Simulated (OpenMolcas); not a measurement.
Multiconfigurational calculation on Ni⁴⁺

Input:

```
&GATEWAY
Coord
1

Ni 0.0 0.0 0.0
Basis=ANO-R2
Group=XYZ
NoMove
AngMom=0.0 0.0 0.0
AMFI
&SEWARD
&RASSCF
FileOrb=start.orb
Symmetry=1
Spin=5
nActEl=6 0 0
Inactive=3 6
Ras2=5 0
CIRoot=5 5 1
SDav=5
CIMx=300
Iter=120 100
PrWF=0.3
OrbListing=Nothing
MaxOrb=0
Atom
>>> COPY $Project.JobIph JOB001
&RASSCF
FileOrb=start.orb
Symmetry=1
Spin=3
nActEl=6 0 0
Inactive=3 6
Ras2=5 0
CIRoot=45 45 1
SDav=45
CIMx=300
Iter=120 100
PrWF=0.3
OrbListing=Nothing
MaxOrb=0
Atom
>>> COPY $Project.JobIph JOB002
&RASSCF
FileOrb=start.orb
Symmetry=1
Spin=1
nActEl=6 0 0
Inactive=3 6
Ras2=5 0
CIRoot=50 50 1
SDav=50
CIMx=300
Iter=120 100
PrWF=0.3
OrbListing=Nothing
MaxOrb=0
Atom
>>> COPY $Project.JobIph JOB003
&RASSI
NrOfJobIphs=3 5 45 50
1 2 3 4 5
1 2 3 4 5 6 7 8 9 10 11 12 13 14 15 16 17 18 19 20 21 22 23 24 25 26 27
28 29 30 31 32 33 34 35 36 37 38 39 40 41 42 43 44 45
1 2 3 4 5 6 7 8 9 10 11 12 13 14 15 16 17 18 19 20 21 22 23 24 25 26 27
28 29 30 31 32 33 34 35 36 37 38 39 40 41 42 43 44 45 46 47 48 49 50
IphNames
JOB001
JOB002
JOB003
EJob
SpinOrbit
DIPRint=1.0
SOCoupling=1000.0
Subsets=2
MEES
Property=10
'ANGMOM' 1 'ANGMOM' 2 'ANGMOM' 3 'MLTPL  1' 1 'MLTPL  1' 2 'MLTPL  1' 3
'AMFI' 1 'AMFI' 2 'AMFI' 3 'MLTPL  2' 6
SOProperty=3
'ANGMOM' 1 'ANGMOM' 2 'ANGMOM' 3
```

Launched by
```bash
OMP_NUM_THREADS=1 MOLCAS_MEM=1689 MOLCAS_PROJECT=a pymolcas a.inp > a.log  # once for each step of the input, in one work folder
```

A driver script runs the steps one by one and writes start.orb anew before each from the orbitals found so far.

Output, cut to the results:

```
--- SEWARD ---
Basis set label: NI.ANO-R...6S5P4D2F1G.

      Electronic valence basis set:
      ------------------
      Associated Effective Charge  28.000000 au
      Associated Actual Charge     28.000000 au
      Nuclear Model: Finite nucleus - Gaussian distribution
        Gaussian exponent, Xi/bohr**(-2):  2.89964E+08

      Shell  nPrim  nBasis  Cartesian Spherical Contaminant
         s      20       6        X
         p      12       5        X
         d       9       4                 X
         f       5       2                 X
         g       4       1                 X
                  Relativistic X2C integrals
                  Atomic mean-field integrals
--- RASSCF ---
Wave function specifications:
      -----------------------------

      Number of closed shell electrons          18
      Number of electrons in active shells       6
      Max number of holes in RAS1 space          0
      Max nr of electrons in RAS3 space          0
      Number of inactive orbitals                9
      Number of active orbitals                  5
      Number of secondary orbitals              50
      Spin quantum number                      2.0
      State symmetry                             1
Orbital specifications:
      -----------------------

      Symmetry species                           1   2
                                                ag  au
      Frozen orbitals                            0   0
      Inactive orbitals                          3   6
      Active orbitals                            5   0
      RAS1 orbitals                              0   0
      RAS2 orbitals                              5   0
      RAS3 orbitals                              0   0
      Secondary orbitals                        27  23
      Deleted orbitals                           0   0
      Number of basis functions                 35  29
      Number of CSFs                             5
      Number of root(s) required                 5
      Iter CI   SX   CI       RASSCF       Energy    max ROT     max BLB   max BLB  Level Ln srch  Step   QN
          iter iter root      energy       change     param      element    value   shift minimum  type update
 Nr of preliminary CI iterations:   1
      Total energies have been shifted. Add                -1000.00 au
        1   1    9    0  -514.49985535    0.00E+00  -1.76E-01*   4  12 1  6.85E-01*  0.00   0.00    SX    NO
        2   1   10    0  -515.05501699   -5.55E-01*  3.18E-02    5  11 2  3.59E-01*  0.00   0.00    SX    NO
        3   1    8    0  -515.10450449   -4.95E-02*  2.94E-02    6  12 2 -1.31E-01*  0.00   0.00    SX    NO
        4   1    9    0  -515.11554270   -1.10E-02*  1.65E-02    6  12 2  7.93E-02*  0.00   0.00    SX    NO
        5   1    9    0  -515.11882442   -3.28E-03* -5.98E-03    6  12 2 -4.37E-02*  0.00   0.64    QN   YES
        6   1    7    0  -515.12041797   -1.59E-03* -2.36E-04    4  10 2 -1.23E-03*  0.00   1.03    QN   YES
        7   1    5    0  -515.12041973   -1.76E-06*  2.61E-06    4  10 2  2.32E-05   0.00   1.00    QN   YES
        8   1    3    0  -515.12041973   -4.77E-10   4.21E-07    4   7 2 -3.59E-06   0.00   1.10    QN   YES
      Convergence after  8 iterations
        9   1    3    0  -515.12041973   -8.64E-12   4.21E-07    5  14 2  3.00E-07   0.00   1.10    QN   YES
      Natural orbitals and occupation numbers for root  1
      sym 1:   1.000000   2.000000   1.000000   1.000000   1.000000
      Natural orbitals and occupation numbers for root  2
      sym 1:   2.000000   1.000000   1.000000   1.000000   1.000000
      Natural orbitals and occupation numbers for root  3
      sym 1:   1.000000   2.000000   1.000000   1.000000   1.000000
::    RASSCF root number  1 Total energy:  -1515.12041973
::    RASSCF root number  2 Total energy:  -1515.12041973
::    RASSCF root number  3 Total energy:  -1515.12041973
::    RASSCF root number  4 Total energy:  -1515.12041973
::    RASSCF root number  5 Total energy:  -1515.12041973
--- RASSCF ---
Wave function specifications:
      -----------------------------

      Number of closed shell electrons          18
      Number of electrons in active shells       6
      Max number of holes in RAS1 space          0
      Max nr of electrons in RAS3 space          0
      Number of inactive orbitals                9
      Number of active orbitals                  5
      Number of secondary orbitals              50
      Spin quantum number                      1.0
...
--- RASSI ---
SPIN-FREE ENERGIES:
  (Shifted by EMIN (a.u.) =      -1515.1204197309)

 SF State       Relative EMIN(au)   Rel lowest level(eV)    D:o, cm**(-1)      L_eff

     1             0.0000000000        0.0000000000              0.0000         2.0
     2             0.0000000000        0.0000000000              0.0000         2.0
     3             0.0000000000        0.0000000000              0.0000         2.0
     4             0.0000000000        0.0000000000              0.0000         2.0
     5             0.0000000000        0.0000000000              0.0000         2.0
     6             0.1331081616        3.6220575967          29213.8647         5.0
     7             0.1331081616        3.6220575967          29213.8647         5.0
     8             0.1331081616        3.6220575967          29213.8647         5.0
     9             0.1331081616        3.6220575967          29213.8647         5.0
    10             0.1331081616        3.6220575967          29213.8647         5.0
    11             0.1331081616        3.6220575967          29213.8647         5.0
    12             0.1331081616        3.6220575967          29213.8647         5.0
    13             0.1331081616        3.6220575967          29213.8647         5.0
    14             0.1331081616        3.6220575967          29213.8647         5.0
    15             0.1331081616        3.6220575967          29213.8647         5.0
    16             0.1331081616        3.6220575967          29213.8647         5.0
    17             0.1486225672        4.0442260804          32618.8831         1.0
    18             0.1486225672        4.0442260804          32618.8831         1.0
    19             0.1486225672        4.0442260804          32618.8831         1.0
    20             0.1529368283        4.1616231068          33565.7540         3.0
    21             0.1529368283        4.1616231068          33565.7540         3.0
...
```

Levels above the lowest, from the spin-orbit matrix, grouped by J:

```
Configuration   Term  J  E (cm-1)  Measured (cm-1)      g  Term weight %   Second
          3d6     5D  4       0.0              0.0  1.501            100         
          3d6     5D  3       846              890  1.501            100         
          3d6     5D  2      1433             1490  1.501            100         
          3d6     5D  1      1809             1872  1.501            100         
          3d6     5D  0      1993             2058                   100         
          3d6     3H  6     29631            27111  1.166            100         
          3d6     3H  5     30050            27578  1.036             98         
          3d6     3H  4     30345            27859  0.807             97         
          3d6  3P(1)  2     32272            26153  1.500             99         
          3d6  3F(1)  4     33852            29124  1.232             92     6 3G
          3d6  3F(1)  3     34339            29571  1.067             95     5 3G
          3d6  3F(1)  2     34708            29899  0.667            100         
          3d6  3P(1)  1     34747            28698  1.499            100         
          3d6  3P(1)  0     35720            29640                    98         
          3d6     3G  5     37384            33256  1.197             98         
          3d6     3G  4     38204            34062  1.060             93  6 3F(1)
          3d6     3G  3     38525            34416  0.767             95  5 3F(1)
          3d6     1I  6     44728            41252  1.001            100         
          3d6  1G(1)  4     47327            42208  1.002             98         
          3d6     3D  1     48259            41701  0.502            100         
          3d6     3D  2     48283            41627  1.166             99         
          3d6     3D  3     48526            41920  1.333            100         
          3d6  1S(1)  0     54908            47700                    98         
          3d6  1D(1)  2     58593            48607  1.002             98
```

Against the 23 measured excited levels shown (Corliss and Sugar, J. Phys. Chem. Ref. Data 10, 197 (1981)) the mean absolute deviation is 4300 cm-1; the largest miss in energy is 3d6 1D2(1): computed 58593, measured 48607 cm-1 (+20.5 %).

Without dynamic correlation excited terms often stand tens of per cent too high (terms of higher spin than the ground term too low), and those without a measured partner can miss by more than the paired ones. Measured partners are found by configuration, term and J. A level has none where our copy of the source lacks it or the pairing is in doubt (some pairs that miss far off the trend of their configuration count as doubtful), and it then counts in no deviation. Only configurations of the active space appear. The table shows the lowest 24 of 34 levels.

The term weight is that of the spin-free term in the level, not the purity of its configuration. A number in round brackets counts repeated terms of one configuration in the order of the reference energies.
